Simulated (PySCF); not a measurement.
# Radial density of Sc⁺ (scandium, charge +1)

LDA, [Ar] 3d1 4s1, high-spin 3D determinant. Computed with PySCF 2.14 in cc-pVDZ (6s5p3d1f, 43 functions), with no relativity, point nucleus.

```tsv
r (bohr)	4πr²ρ (e/bohr)	4πr²(ρα − ρβ)
0.00131	0.1258	0.0001
0.00220	0.3427	0.0002
0.00370	0.9107	0.0005
0.00622	2.317	0.0012
0.0105	5.488	0.0028
0.0176	11.52	0.0058
0.0296	19.81	0.0092
0.0498	24.74	0.0082
0.0838	20.65	0.0003
0.141	19.28	0.0095
0.237	26.29	0.0518
0.399	14.95	0.1240
0.671	7.092	0.4433
1.13	8.067	0.5766
1.90	2.044	0.5175
3.19	0.4950	0.4564
5.37	0.07411	0.0741
9.03	0.0005299	0.0005
```
